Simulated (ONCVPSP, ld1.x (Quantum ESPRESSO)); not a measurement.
Potentials for N (Z = 7) compared

Generated with ld1.x 7.5 (TM, RRKJ, ultrasoft, PAW), atompaw 4.2 or ONCVPSP 4.0.1. The cutoff is in Ry: for ld1.x and atompaw files where the sum of valence levels is converged to 10 mRy in a Bessel basis, for ONCV files where the hardest occupied wave has 1 mHa per electron of residual kinetic energy. The error is the largest all-electron minus pseudo excitation energy over each file’s own four to seven test configurations (ionisations up to +4, promotions, holes and added fractions of an electron), all of which were solved. The labels leave out finer settings (local radius, basis sizes, second energies), which also bear on the numbers. Spin-polarised tests are not counted. The rows are a selection from randomly drawn settings: files with unsolved tests, undetermined cutoffs or missed reference levels are left out.

| potential | cutoff (Ry) | largest error (meV) | bound ghosts |
| --- | --- | --- | --- |
| TM semilocal, LDA (PZ), non-relativistic, rc 0.85/1.10 (sp), local p, core correction yes, reference 2s1.5 2p3.5 | 90 | +669 | none |
| ONCV, PBE, scalar-relativistic, rc 0.90/1.90 (sp), local smoothed, core correction yes, reference 2s1.75 2p3.25, qcut 7.8/9.3, projectors 1/2 | 58 | +297 | none |
| ONCV, LDA (Perdew-Wang 92), non-relativistic, rc 0.70/1.50/1.30 (spd), local s, core correction yes, reference 2s2 2p3, qcut 9.7/11.1/7.5, projectors 0/2/2 | 94 | +255 | none |
| ONCV, PBE, scalar-relativistic, rc 1.00/2.10/1.60 (spd), local s, core correction yes, reference 2s2 2p3, qcut 5.9/6.1/6.2, projectors 0/2/3 | 151 | +2362 | none |
| ONCV, LDA (Perdew-Wang 92), scalar-relativistic, rc 0.90/1.05 (sp), local smoothed, core correction yes, reference 2s2 2p1, qcut 7/6.7, projectors 2/1 | 232 | +86 | none |
| ONCV, PBE, scalar-relativistic, rc 1.15/2.30/2.40 (spd), local smoothed, core correction yes, reference 2s1 2p4, qcut 6.2/5.6/4.6, projectors 2/3/1 | 63 | +1401 | none |
| ONCV, revPBE, scalar-relativistic, rc 0.40/2.45/2.50 (spd), local smoothed, core correction no, reference 1s2 2s2 2p3, qcut 23.9/4.7/4.2, projectors 3/2/2 | 547 | +3891 | none |

Q: Fill in the row for N: RRKJ, PBE, scalar-relativistic, rc 1.00/1.20/1.10 (spd), local d, core correction yes, reference 2s2 2p2.5.

A: cutoff 90 Ry, largest error +330 meV, bound ghosts: none.

Q: Fill in the row for N: ultrasoft, PW91, scalar-relativistic, rc 0.85/1.55 (sp), local smoothed, core correction yes, reference 2s2 2p1.5.

A: cutoff 45 Ry, largest error +150 meV, bound ghosts: none.
